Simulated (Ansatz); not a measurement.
CH5GeSe, SMILES `[CH3][GeH][SeH]` radical. Charge 0, multiplicity 2.

```
atom   x (Å)   y (Å)   z (Å)
  C1   0.290  -1.102   0.109
 Ge2  -0.964   0.399   0.314
 Se3  -0.048   2.376  -0.598
  H4   1.229  -0.852   0.605
  H5   0.479  -1.294  -0.947
  H6  -0.136  -1.997   0.565
  H7  -1.160   0.754   1.813
  H8   0.310   1.717  -1.861
```

(1) List the harmonic frequencies (cm⁻¹, unscaled) at PBE0-D4/def2-TZVP in Ansatz. (Estimate.)

(2) Is this a minimum?

(3) Give the ideal-gas thermochemistry at 298.15 K and 1 bar (rigid rotor, harmonic oscillator; point group C1, symmetry number 1).

Answers

(1) The calculation gave: 120, 130, 189, 283, 485, 554, 579, 717, 774, 845, 1236, 1441, 1448, 2065, 2442, 3059, 3154, 3166.

(2) Yes, all 18 modes are real.

(3) Zero-point energy 135.7 kJ/mol; H(298) − E = 154.2 kJ/mol; entropy 341.9 J/(mol·K), of which translation 172.8, rotation 111.9, vibration 51.4, electronic 5.8; G(298) − E = 52.3 kJ/mol.
